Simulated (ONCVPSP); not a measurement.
## Pseudopotential generation for chromium (Cr): ONCV, PBEsol, scalar-relativistic.

Input for ONCVPSP 4.0.1:

```
# ATOM AND REFERENCE CONFIGURATION
# atsym  z   nc   nv     iexc    psfile
  Cr 24.00    5    2  -116133      upf
#
#   n    l    f
    1    0    2.00
    2    0    2.00
    2    1    6.00
    3    0    2.00
    3    1    6.00
    3    2    5.00
    4    0    1.00
#
# PSEUDOPOTENTIAL AND OPTIMIZATION
# lmax
    2
#
#   l,   rc,      ep,       ncon, nbas, qcut
    0    2.05    0.00    3    6    4.00
    1    2.20    0.40    4    9    3.30
    2    1.80    0.00    3    8    7.50
#
# LOCAL POTENTIAL
# lloc, lpopt,  rc(5),   dvloc0
    4    5    1.35    0.00
#
# VANDERBILT-KLEINMAN-BYLANDER PROJECTORs
# l, nproj, debl
    0    1    1.30
    1    2    2.00
    2    2    1.60
#
# MODEL CORE CHARGE
# icmod, fcfact, rcfact
    2    0.20    1.05
#
# LOG DERIVATIVE ANALYSIS
# epsh1, epsh2, depsh
   -2.00    5.00    0.02
#
# OUTPUT GRID
# rlmax, drl
    6.00    0.01
#
# TEST CONFIGURATIONS
# ncnf
    4
# nvcnf
#   n    l    f
    2
    3    2    5.00
    4    0    0.00
#
    2
    3    2    4.00
    4    0    0.00
#
    2
    3    2    3.00
    4    0    0.00
#
    3
    3    2    4.00
    4    0    1.00
    4    1    1.00
#
```

Command:

```bash
oncvpsp.x < Cr.dat > Cr.out
```

Output (shortened: citation, most of the input echo, consistency checks and plot data are left out):

```
ONCVPSP  (Optimized Norm-Conservinng Vanderbilt PSeudopotential)
scalar-relativistic version 4.0.1

#   n    l    f        energy (Ha)
    1    0    2.00    -2.1587840E+02
    2    0    2.00    -2.4487458E+01
    2    1    6.00    -2.0590186E+01
    3    0    2.00    -2.7110480E+00
    3    1    6.00    -1.6661127E+00
    3    2    5.00    -1.0763331E-01
    4    0    1.00    -1.4758633E-01

Reference configufation results
  iterations    33
  all-electron total energy (Ha)   -1.04945291D+03

Begin loop to  construct optimized pseudo wave functions
and semi-local pseudopoentials for all angular momenta

Calculating optimized projector #   1

 for l=   0

    Fraction of norm inside rc  0.129069
    Optimizing pswf for qcut=   4.00 a_B^-1,  ecut=   8.01 Ha
    Residual kinetic energy error=  9.01D-05 Ha

    Energy error per electron        Cutoff
         Ha          eV             Ha
         0.01000     0.27211        2.00
         0.00100     0.02721        3.50
         0.00010     0.00272        5.88
         0.00001     0.00027       44.09

   Wellstate for l =  1  n =  5
     eigenvalue =   0.4000
     asymptotic potential =   0.9000
     half-point radius =  7.3194

   Wellstate for l =  1  n =  6
     eigenvalue =   2.4000
     asymptotic potential =   2.9000
     half-point radius =  4.2432

Calculating optimized projector #   1

 for l=   1

    Fraction of norm inside rc  0.110911
    Optimizing pswf for qcut=   3.31 a_B^-1,  ecut=   5.47 Ha
    Residual kinetic energy error=  1.74D-04 Ha

    Energy error per electron        Cutoff
         Ha          eV             Ha
         0.01000     0.27211        1.07
         0.00100     0.02721        3.29
         0.00010     0.00272       19.21
         0.00001     0.00027       54.86

Calculating optimized projector #   2

 for l=   1

    Fraction of norm inside rc  0.156714
    Optimizing pswf for qcut=   3.31 a_B^-1,  ecut=   5.47 Ha
    Residual kinetic energy error=  2.99D-02 Ha

    Energy error per electron        Cutoff
         Ha          eV             Ha
         0.01000     0.27211       18.41
         0.00100     0.02721       67.63
         0.00010     0.00272       77.33
         0.00001     0.00027      111.34

   Wellstate for l =  2  n =  5
     eigenvalue =   1.4924
     asymptotic potential =   1.9924
     half-point radius =  4.3475

Calculating optimized projector #   1

 for l=   2

    Fraction of norm inside rc  0.722799
    Optimizing pswf for qcut=   7.50 a_B^-1,  ecut=  28.13 Ha
    Residual kinetic energy error=  4.43D-05 Ha

    Energy error per electron        Cutoff
         Ha          eV             Ha
         0.01000     0.27211       19.96
         0.00100     0.02721       23.65
         0.00010     0.00272       26.98
         0.00001     0.00027       82.57

Calculating optimized projector #   2

 for l=   2

    Fraction of norm inside rc  0.115153
    Optimizing pswf for qcut=   7.50 a_B^-1,  ecut=  28.13 Ha
    Residual kinetic energy error=  2.02D-04 Ha

    Energy error per electron        Cutoff
         Ha          eV             Ha
         0.01000     0.27211       21.14
         0.00100     0.02721       25.47
         0.00010     0.00272       34.19
         0.00001     0.00027       98.88

Construct Vanderbilt / Kleinmman-Bylander projectors

B matrix Hermiticity error, ll=   1
   1   2    6.3965E-05

  Orthonormal projector coefficients  7.0432E+00  1.4910E+00

B matrix Hermiticity error, ll=   2
   1   2   -9.9141E-05

  Orthonormal projector coefficients -4.3263E+00 -1.5789E+00

Model core correction analysis
  based on d2Exc/dn_idn_j

d2excae - all-electron derivatives

   -2.151580D-02   -1.043356D-02
   -1.042701D-02   -3.462054D-02

d2excps - pseudofunction derivatives with no core correction

   -4.266165D-02   -1.159426D-02
   -1.158692D-02   -3.521985D-02

rms 2nd derivative error    1.060895E-02

amplitude prefactor, scale prefactor
    2.7723    1.3889

d2excps - pseudofunction derivatives with core correction

   -3.462743D-02   -1.077797D-02
   -1.077129D-02   -3.491371D-02

rms 2nd derivative error    6.561973E-03

Pseudoatom total energy   -9.498139

Diagnostic tests using Vanderbilt-Kleinman-Bylander pseudopotentials
  1 or more projectors used as specified by nproj input data

   l    rcore       rmatch      e in        delta e   norm test  slope test

   0   2.0515292   2.1138181  -0.1475863  -0.0000243   0.9998877   1.0002367

   1   2.2042126   2.2711372   0.4000000   0.0000041   1.0000612   1.0000612
   1   2.2042126   2.2711372   2.4000000  -0.0000007   1.0002696   1.0002696

   2   1.8093397   1.8642752  -0.1076333  -0.0000658   0.9999715   0.9997418
   2   1.8093397   1.8642752   1.4923667  -0.0001811   1.0002390   1.0002390

 Testing for bound ghosts
   n   l    E NL Schr. Eq   E Basis Diag.   E Cutoff

       0                       -1.952696     29.36  WARNING - GHOST(-)
   1   0       -0.147611       -0.125405     29.36

   2   1       -0.035515        0.014610     80.86

   3   2       -0.107699       -0.103662    105.22

 Testing for highly-localized positive-energy ghosts
       l    <radius>/rc     E Basis Diag.   E Cutoff

       1        0.474979        3.082039     80.86  WARNING - GHOST(+)

Test configuration 0

   n   l     f        eae           eps        diff
   1   0  2.0000 -215.87840031
   2   0  2.0000  -24.48745793
   2   1  6.0000  -20.59018604
   3   0  2.0000   -2.71104803
   3   1  6.0000   -1.66611275
   3   2  5.0000   -0.10763331   -0.10769909   -6.58D-05
   4   0  1.0000   -0.14758633   -0.14761062   -2.43D-05

    Total energies and differences
      AE_ref= -1.04945291D+03  AE_tst= -1.04945291D+03  dif=  0.00D+00
      PS_ref= -9.49813896D+00  PS_tst= -9.49813896D+00  dif=  6.57D-14
      PSP excitation error= -6.57D-14

Test configuration 1

   n   l     f        eae           eps        diff
   1   0  2.0000 -216.13529361
   2   0  2.0000  -24.73424801
   2   1  6.0000  -20.83786298
   3   0  2.0000   -2.96636522
   3   1  6.0000   -1.92297685
   3   2  5.0000   -0.36175879   -0.36091182    8.47D-04

    Total energies and differences
      AE_ref= -1.04945291D+03  AE_tst= -1.04920031D+03  dif=  2.53D-01
      PS_ref= -9.49813896D+00  PS_tst= -9.24533252D+00  dif=  2.53D-01
      PSP excitation error= -2.04D-04

Test configuration 2

psatom: WARNING lschvkbb convergence error n,l,iter=   1   0  17
ea(ii),et,emin,emax -2.691146E-01 -2.797400E-01 -2.797400E-01 -2.797400E-01
run_config: WARNING for fully non-local PS atom, stg. 1
 WARNING no output for configuration 3

Test configuration 3

psatom: WARNING lschvkbb convergence error n,l,iter=   3   2   3
ea(ii),et,emin,emax -1.076991E-01 -1.184690E-01 -1.184690E-01 -1.184690E-01
run_config: WARNING for fully non-local PS atom, stg. 1
 WARNING no output for configuration 4

Test configuration 4

psatom: WARNING lschvkbb convergence error n,l,iter=   1   0  22
ea(ii),et,emin,emax -2.370651E-01 -2.443841E-01 -2.443841E-01 -2.443841E-01
run_config: WARNING for fully non-local PS atom, stg. 1
 WARNING no output for configuration 5
```

Note: ghosts flagged at negative energy: s at -53.1 eV; GHOST(+) flagged for p at 83.9 eV. A true bound ghost makes a file unfit for plane-wave use.

The run took about 2.9 s on one core of a shared server CPU.
